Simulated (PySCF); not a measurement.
Compound: C4H7ClFSi (doublet state).
Z-matrix (Å and degrees, GFN2-xTB geometry), rows numbered from 1:
```
F 
C   1  1.3488
C   2  1.4747  1  118.92
Si  3  1.9144  2  102.93  1  -177.35
C   4  1.9108  3   92.89  2   -10.57
C   2  1.4209  1  119.98  3  -169.20
Cl  6  1.9664  2  107.04  1    84.61
H   3  1.0942  2  110.33  1   -55.45
H   3  1.0936  2  110.46  1    60.65
H   4  1.4635  3  112.10  2  -126.07
H   4  1.4597  3  112.16  2   106.33
H   5  1.0917  4  111.43  3   -91.61
H   5  1.0865  4  115.22  3   146.16
H   6  1.0868  2  116.03  1   -26.24
```

The hyperfine couplings belong to this conformer and change with its torsions.

The species is `F[C]1C[SiH2]C[C@@H]1Cl` [radical].

Theory: PySCF, UKS B3LYP, pcH-1 on C Cl F H Si, non-relativistic, mean-field spin-orbit, GIAO. Isolated species at its GFN2-xTB geometry (one conformer only). Couplings are sensitive to structure, and on GFN2-xTB geometries they can be far from those on DFT ones. No stability test was run, so a lower SCF solution isn't excluded.

Problem. The isotropic 13C couplings are +92.0, -26.1, +23.4, +4.8 MHz. Assign them to C2; C3; C5; C6.

Solution. 
```csv
site,a_iso (MHz),ρ(0) (bohr⁻³),position,distance from C2 (Å),spin population,largest |T| (MHz)
C2,+92.0,+0.0817,largest spin population,0.00,+0.73,143.5
C3,-26.1,-0.0232,1 bond from C2,1.47,-0.07,2.1
C5,+4.8,+0.0043,2 bonds from C2,2.41,0.00,2.1
C6,+23.4,+0.0209,1 bond from C2,1.42,-0.04,3.2
```

ρ(0) is the spin density at the nucleus and T the dipolar tensor; a_iso includes a spin–orbit part. Largest spin populations (Mulliken): C2 (+0.73), Cl7 (+0.21) and C3 (-0.07). The positive populations add up to 1.11 and the negative ones to -0.11, together 2S = 1. The angles at C2 add up to 359.1°, so it is planar.
